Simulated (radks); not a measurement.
Species: W II. Configuration: [Xe] 4f14 5d4 6s1. All-electron calculation, scalar-relativistic Kohn-Sham, PBE, spin-unpolarised, spherical densities, finite nucleus; Fermi nuclear charge, rms radius 5.3658 fm; hard spherical wall at 2 bohr. Program: a radial shooting solver on a logarithmic mesh with Libxc functionals. Some entries of the table are withheld. Estimate them.

orbital  occ.  eigenvalue (hartree)  <1/r> (bohr^-1)  <r^2> (bohr^2)
1s          2             -2551.004            87.05       0.0004631
2s          2             -438.7672            20.35        0.007123
2p          6             -383.5659              (1)        0.005893
3s          2             -99.71818            7.535         0.04625
3p          6             -83.36504            6.958         0.04702
3d         10             -64.51745            6.573         0.03902
4s          2             -19.25930            3.198          0.2290
4p          6             -13.90392              (2)          0.2614
4d         10              -7.11312            2.575          0.3076
5s          2              -1.54015              (3)           1.168
5p          6                   (4)            1.157           1.344
4f         14               0.37273            2.050          0.4671
5d          4               1.84778            1.064             (5)
5f          0               4.32261            1.137           1.630
6s          1               4.58246            1.202           1.724
6p          0               6.01175              (6)           1.681
7s          0              14.06386            1.370           1.636

Answer. 
(1) 2p <1/r> (bohr^-1): 18.45
(2) 4p <1/r> (bohr^-1): 2.903
(3) 5s <1/r> (bohr^-1): 1.272
(4) 5p eigenvalue (hartree): -0.12833
(5) 5d <r^2> (bohr^2): 1.548
(6) 6p <1/r> (bohr^-1): 1.232
